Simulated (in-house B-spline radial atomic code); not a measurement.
**Ionising neutral molybdenum with different functionals**

Computed with an all-electron radial atomic-structure program (B-spline basis): four-component Dirac-Coulomb Hamiltonian, Fermi nucleus of rms radius 4.4091 fm, spin-restricted, spherical fractional occupations for the functionals, and exact exchange of hybrids averaged over the configuration. The ionisation energy is the difference of two self-consistent energies, [Kr] 4d5 5s1 → [Kr] 4d5, without Breit or QED terms; ε is the level of the shell that loses the electron (mean over j).

```
   method                    rung  ΔSCF (eV)  -ε(5s) (eV)
BHandHLYP           global hybrid       6.54         5.22
    B97-1           global hybrid          ?            ?
     PBE0           global hybrid       6.67         4.67
CAM-B3LYP  range-separated hybrid          ?            ?
```

(1) What does B97-1 give?

(2) What does CAM-B3LYP give?

(3) Among the functionals, which spreads more, the ΔSCF values or the orbital energies?

(4) How do they compare with the NIST value?

## Answers

(1) ΔSCF 6.67 eV, and -ε(5s) = 4.51 eV.

(2) ΔSCF 6.75 eV, and -ε(5s) = 5.71 eV.

(3) The orbital energies: ΔSCF values span about 0.21 eV and the orbital energies 1.20 eV; here energy differences depend much less on the functional than eigenvalues do.

(4) NIST lists 7.092 eV (measured, ground level to ground level). Errors run from -0.55 to -0.34 eV; CAM-B3LYP is closest (-0.34 eV), but part of that can be cancellation, since the calculations leave out Breit-QED terms, spin polarisation, the choice among j levels, multiplet and fine-structure energies.
